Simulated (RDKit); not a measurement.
Input for RDKit: UFF on H4Se2Si (SMILES [SiH3][Se][SeH]), a point of a torsion scan.

```python
from rdkit import Chem
from rdkit.Chem import AllChem, rdDetermineBonds

blocks = [
'''7

Si   -1.04285431   -0.13861958    0.02483399
Se    0.38720367    1.64361452   -0.30422336
Se    2.40328583    0.59712423    0.14358796
H    -0.63906110   -1.21193357   -0.87796169
H    -2.34160550    0.43213500   -0.30012665
H    -0.93345634   -0.55603101    1.41996615
H     2.98201895    0.84137426   -1.16625088
''',
]
mol = None
for b in blocks:
    f = Chem.MolFromXYZBlock(b)
    rdDetermineBonds.DetermineBonds(f, charge=0)
    mol = f if mol is None else Chem.CombineMols(mol, f)
Chem.SanitizeMol(mol)
print(Chem.MolToSmiles(Chem.RemoveHs(mol)))
ff = AllChem.UFFGetMoleculeForceField(mol, vdwThresh=100.0, ignoreInterfragInteractions=False)
e = ff.CalcEnergy()
print(f'UFF energy {e:.6f} kcal/mol')
```

Output:

```
[SiH3][Se][SeH]
UFF energy 6.569342 kcal/mol
```

The run finished.

Cost: around 0.010 core-seconds (rough).
